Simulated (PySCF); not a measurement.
Telling isomers of C11H12 apart by NMR

[PySCF: shielding tensors at PBE0/pcSseg-1 (GIAO); geometry from PBE0-D3(BJ)/def2-SVP; J couplings at B3LYP/pcJ-1 (spin–dipole term left out of most H,H and C,H couplings); gas phase; one averaged value for each set of equivalent atoms; a single conformation; relativity neglected]

δ = σ(ref) − σ, references computed at the same level: TMS for ¹H and ¹³C. Multiplet labels drop J under 1 Hz and among equivalent protons, and merge close values. Unscaled 3J(H,H) run several per cent high. Shifts are as computed. Against solution values, carbons near 30 ppm lie about +2 ppm off and those near 130 ppm about +5 ppm (rms about the fit 1.9 ppm; single classes can miss by 10 ppm). Of 1328 compounds with measured shifts, 309 miss one by over three times the rms of a fit or turn the order of signals round; such compounds aren't used in these exercises. Signals without a measured value on file couldn't be tested in this way; 1H shifts scatter by 0.2 ppm about their fit, and single ones miss by 0.5 ppm.

(1) Tabulate the signals of `C=C1C=CC=C(C2CC2)C=C1`, `C=C1C[C@]1(C)c1ccccc1`, `C=Cc1cccc(C(=C)C)c1` and their relative energies.

(2) What is the quickest way to tell C=C1C[C@]1(C)c1ccccc1 from C=Cc1cccc(C(=C)C)c1?

(3) What is the quickest way to tell C=C1C=CC=C(C2CC2)C=C1 from C=C1C[C@]1(C)c1ccccc1?

(4) What is the quickest way to tell C=C1C=CC=C(C2CC2)C=C1 from C=Cc1cccc(C(=C)C)c1?

Answers

(1) 
| SMILES | carbon types | δC | δH | E rel. (kcal/mol) |
| --- | --- | --- | --- | --- |
| C=C1C=CC=C(C2CC2)C=C1 | 2×C 6×CH 3×CH2 | 156.9, 153.6, 147.3, 143.7, 138.4, 133.1, 125.4, 112.8, 19.0, 14.7 | 5.78 (ddd, 1H), 5.67 (dd, 1H), 5.39 (dt, 1H), 5.24 (ddd, 1H), 4.51 (dt, 1H), 4.40 (m, 1H), 4.39 (m, 1H), 0.84 (m, 2H), 0.67 (tt, 1H), 0.33 (m, 2H) | 34.4 |
| C=C1C[C@]1(C)c1ccccc1 | 3×C 5×CH 2×CH2 1×CH3 | 155.1, 151.6, 133.5, 130.7, 130.2, 111.6, 26.3, 23.4, 23.0 | 7.37 (m, 2H), 7.30 (m, 2H), 7.27 (m, 1H), 5.93 (td, 1H), 5.92 (td, 1H), 1.52 (s, 3H), 1.48 (m, 1H), 1.17 (m, 1H) | 15.2 |
| C=Cc1cccc(C(=C)C)c1 | 3×C 5×CH 2×CH2 1×CH3 | 153.0, 146.6, 144.9, 140.7, 135.1, 133.7, 130.2, 125.4, 120.7, 119.0, 23.7 | 8.10 (t, 1H), 7.39 (m, 1H), 7.26 (m, 1H), 7.07 (m, 1H), 6.65 (dd, 1H), 6.26 (d, 1H), 5.68 (quint, 1H), 5.56 (d, 1H), 5.42 (quint, 1H), 2.17 (t, 3H) | 0.0 |

Energies are electronic energies at PBE0/pcSseg-1 on these geometries, without zero-point or thermal terms, each for the one conformer computed, which needn't be the lowest.

(2) Count the carbon signals: 9 against 11. The first has a three-membered-ring carbon (CH2) at 26.3 ppm, the second an alkene CH at 144.9 ppm. Their most deshielded carbons lie at 155.1 and 153.0 ppm. In the proton spectra the most deshielded non-exchanging signals are 7.37 (m, 2H) and 8.10 (t, J = 1.5 Hz, 1H).

(3) Count the carbon signals: 10 against 9. The first has a three-membered-ring carbon (CH) at 19.0 ppm, the second a three-membered-ring carbon (C) at 23.4 ppm. Their most deshielded carbons lie at 156.9 and 155.1 ppm. In the proton spectra the most deshielded non-exchanging signals are 5.78 (ddd, J = 14.4, 2.9, 1.3 Hz, 1H) and 7.37 (m, 2H).

(4) Count the carbon signals: 10 against 11. The first has a three-membered-ring carbon (CH) at 19.0 ppm, the second an allylic methyl carbon (CH3) at 23.7 ppm. Their most deshielded carbons lie at 156.9 and 153.0 ppm. In the proton spectra the most deshielded non-exchanging signals are 5.78 (ddd, J = 14.4, 2.9, 1.3 Hz, 1H) and 8.10 (t, J = 1.5 Hz, 1H).
